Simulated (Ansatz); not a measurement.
Basis sets compared for B6N7H20⁺, a cluster cut from zinc blende BN (hydrogen-capped). Total charge 1; singlet. Geometry r2SCAN-D4/def2-SVP. Ansatz on 2 threads of AMD EPYC 7R13 on a shared host and a share (18 GiB) of an NVIDIA H100 80GB HBM3; times are rough, and most runs start from earlier orbitals.

Cartesian coordinates in Å:
```
N -2.181 -0.540 0.744
N 1.989 -0.809 -1.601
N 0.200 -1.394 0.890
N -0.576 -0.299 -1.238
N -1.343 1.742 0.125
N 1.073 0.868 0.221
N -0.512 0.641 2.221
B 0.535 -0.921 -2.252
B -1.021 -1.258 -0.114
B -1.799 0.868 1.340
B 2.382 0.387 -0.619
B 0.742 -0.010 1.444
B -0.125 1.108 -0.745
H -2.515 -1.167 1.484
H -3.010 -0.450 0.146
H 2.616 -0.695 -2.402
H 2.284 -1.708 -1.215
H -0.015 -2.044 1.652
H 0.966 -1.865 0.400
H -1.349 -0.194 -1.902
H -2.133 1.933 -0.500
H -1.075 2.682 0.435
H 1.426 1.770 0.553
H -0.737 0.090 3.056
H -0.207 1.533 2.625
H 0.267 -2.096 -2.437
H 0.508 -0.241 -3.257
H -1.419 -2.336 -0.495
H -2.709 1.361 1.975
H 3.221 -0.004 0.175
H 2.735 1.337 -1.288
H 1.657 -0.160 2.224
H 0.129 1.875 -1.646
```

Single mean-field runs in def2-TZVP are fitted with def2-universal-jkfit.

```csv
level,functions,energy (Eh),HOMO (eV),LUMO (eV),wall time
HF/STO-3G,85,-534.6383,-12.89,9.17,2.1 s
HF/6-31G,157,-540.9074,-14.19,0.13,2.9 s
PBE-D4/def2-SVP,282,-543.5439,-9.47,-4.49,3 s
PBE0-D4/def2-SVP,282,-543.6390,-10.86,-3.56,3.2 s
```

Estimate the rows for HF/def2-TZVP (with forces), PBE-D4/def2-TZVP, PBE0-D4/def2-TZVP (with forces).


| level | functions | energy (Eh) | HOMO (eV) | LUMO (eV) | wall time |
| --- | --- | --- | --- | --- | --- |
| HF/def2-TZVP (with forces) | 523 | -541.3125 | -14.36 | -1.49 | 2.9 s |
| PBE-D4/def2-TZVP | 523 | -544.1228 | -9.62 | -4.93 | 3.7 s |
| PBE0-D4/def2-TZVP (with forces) | 523 | -544.2086 | -10.96 | -4.08 | 3.6 s |
